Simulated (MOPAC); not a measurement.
Input for MOPAC: PM7 on BH5S (a complex), monomers drawn apart or pushed together.

```
PM7 1SCF PRECISE CHARGE=0 THREADS=1
BH5S

B     -0.44935254 1    -0.32521441 1     0.66950254 1
H      0.40567798 1    -0.88714144 1     0.03847326 1
H     -1.24783784 1    -1.05692590 1     1.19111274 1
H     -0.87943141 1     0.69035951 1     0.20214063 1
S      0.52155692 1     0.16810646 1     2.13510913 1
H     -0.30700025 1     1.01066095 1     2.78006302 1
H      1.28572317 1     1.17412378 1     1.66997521 1
```

Program output:

```
*******************************************************************************
 **                                                                           **
 **                              MOPAC v23.2.5                                **
 **                                                                           **
 *******************************************************************************
 ** MOPAC's Digital Object Identifier: https://doi.org/10.5281/zenodo.6511958 **
 **                                                                           **
 ** Please cite the open-source release paper for use of this MOPAC version:  **
 ** J. E. Moussa and J. J. P. Stewart (2026)                                  **
 ** MOPAC: An open-source semiempirical molecular orbital program             **
 ** J. Open Source Softw., 11(119), 8025, https://doi.org/10.21105/joss.08025 **
 *******************************************************************************

                              PM7 CALCULATION RESULTS

 *******************************************************************************
 *  PM7        - The PM7 Hamiltonian to be used
 *
 *
 *
 *                 CHARGE ON SYSTEM = 0
 *
 *
 *
 *  PRECISE    - TIGHTER CRITERIA TO BE USED
 *  1SCF       - DO 1 SCF AND THEN STOP
 *  THREADS=1  - MULTI-THREADING NOT USED
 *  T=         - A TIME OF 172800.0 SECONDS REQUESTED
 *  DUMP=N     - RESTART FILE WRITTEN EVERY 7200.0 SECONDS REQUESTED
 *******************************************************************************
PM7 1SCF PRECISE CHARGE=0 THREADS=1
 BH5S

   ATOM   CHEMICAL          X               Y               Z
  NUMBER   SYMBOL      (ANGSTROMS)     (ANGSTROMS)     (ANGSTROMS)

     1       B         -0.44935254  *  -0.32521441  *   0.66950254  *
     2       H          0.40567798  *  -0.88714144  *   0.03847326  *
     3       H         -1.24783784  *  -1.05692590  *   1.19111274  *
     4       H         -0.87943141  *   0.69035951  *   0.20214063  *
     5       S          0.52155692  *   0.16810646  *   2.13510913  *
     6       H         -0.30700025  *   1.01066095  *   2.78006302  *
     7       H          1.28572317  *   1.17412378  *   1.66997521  *



          CARTESIAN COORDINATES

    NO.       ATOM           X           Y           Z

     1         B         -0.4494     -0.3252      0.6695
     2         H          0.4057     -0.8871      0.0385
     3         H         -1.2478     -1.0569      1.1911
     4         H         -0.8794      0.6904      0.2021
     5         S          0.5216      0.1681      2.1351
     6         H         -0.3070      1.0107      2.7801
     7         H          1.2857      1.1741      1.6700

 General Reference for PM7:
 "Optimization of Parameters for Semiempirical Methods VI: More Modifications to the
 NDDO Approximations and Re-optimization of Parameters", J. J. P. Stewart, J. Mol. Mod., 1:32, 19 (2013)
 https://link.springer.com/article/10.1007/s00894-012-1667-x

           Empirical Formula: H5 B S  =     7 atoms



      MOLECULAR POINT GROUP   :   Cs


      RHF CALCULATION, NO. OF DOUBLY OCCUPIED LEVELS = 7


 -------------------------------------------------------------------------------
 PM7 1SCF PRECISE CHARGE=0 THREADS=1
 BH5S



     1SCF WAS SPECIFIED, SO BFGS WAS NOT USED
     SCF FIELD WAS ACHIEVED


                              PM7 CALCULATION
                                                       MOPAC v23.2.5 Linux




          FINAL HEAT OF FORMATION =          4.31310 KCAL/MOL =      18.04600 KJ/MOL


          COSMO AREA              =         86.28 SQUARE ANGSTROMS
          COSMO VOLUME            =         69.73 CUBIC ANGSTROMS

          IONIZATION POTENTIAL    =         10.268093 EV
          HOMO LUMO ENERGIES (EV) =        -10.268 -1.418
          NO. OF FILLED LEVELS    =          7
          MOLECULAR WEIGHT        =         47.9095         POINT GROUP:  Cs

          MOLECULAR DIMENSIONS (Angstroms)

            Atom       Atom       Distance
            H     6    H     2     3.40967
            H     7    H     3     3.22829
            S     5    H     4     2.13215


          SCF CALCULATIONS        =          1





   ATOM   CHEMICAL          X               Y               Z
  NUMBER   SYMBOL      (ANGSTROMS)     (ANGSTROMS)     (ANGSTROMS)

     1       B         -0.44935254  *  -0.32521441  *   0.66950254  *
     2       H          0.40567798  *  -0.88714144  *   0.03847326  *
     3       H         -1.24783784  *  -1.05692590  *   1.19111274  *
     4       H         -0.87943141  *   0.69035951  *   0.20214063  *
     5       S          0.52155692  *   0.16810646  *   2.13510913  *
     6       H         -0.30700025  *   1.01066095  *   2.78006302  *
     7       H          1.28572317  *   1.17412378  *   1.66997521  *

                             CARTESIAN COORDINATES

   1    B       -0.449352540    -0.325214410     0.669502540
   2    H        0.405677980    -0.887141440     0.038473260
   3    H       -1.247837840    -1.056925900     1.191112740
   4    H       -0.879431410     0.690359510     0.202140630
   5    S        0.521556920     0.168106460     2.135109130
   6    H       -0.307000250     1.010660950     2.780063020
   7    H        1.285723170     1.174123780     1.669975210


           Empirical Formula: H5 B S  =     7 atoms



      MOLECULAR POINT GROUP   :   Cs


                  EIGENVALUES
 -28.32987 -16.29574 -15.63843 -13.13361 -11.30902 -11.21104 -10.26809  -1.41808
  -1.00401  -0.62294  -0.58624  -0.51053   0.74665   2.11952   2.34446   3.96627
   4.03655   8.66046


              NET ATOMIC CHARGES AND DIPOLE CONTRIBUTIONS

  ATOM NO.   TYPE          CHARGE      No. of ELECS.   s-Pop       p-Pop       d-Pop
    1          B          -0.611172        3.6112     0.61014     3.00103
    2          H           0.053292        0.9467     0.94671
    3          H           0.053294        0.9467     0.94671
    4          H           0.026747        0.9733     0.97325
    5          S           0.223643        5.7764     1.77582     3.77128     0.22926
    6          H           0.127100        0.8729     0.87290
    7          H           0.127097        0.8729     0.87290
 DIPOLE           X         Y         Z       TOTAL
 POINT-CHG.     2.148     2.060     3.386     4.508
 HYBRID        -0.169     0.631    -0.150     0.670
 SUM            1.979     2.691     3.235     4.650


          ATOMIC ORBITAL ELECTRON POPULATIONS

     Atom    s        px        py        pz      x^2-y^2     xz        z^2       yz        xy
    1  B   0.61014   1.02697   1.11761   0.85645
    2  H   0.94671
    3  H   0.94671
    4  H   0.97325
    5  S   1.77582   1.19739   1.22463   1.34926   0.01217   0.04508   0.03144   0.04820   0.09236
    6  H   0.87290
    7  H   0.87290

 **********************
 *                    *
 * JOB ENDED NORMALLY *
 *                    *
 **********************




 == MOPAC DONE ==
```

The run finished.

Cost: about 0.010 core-seconds (a rough figure).
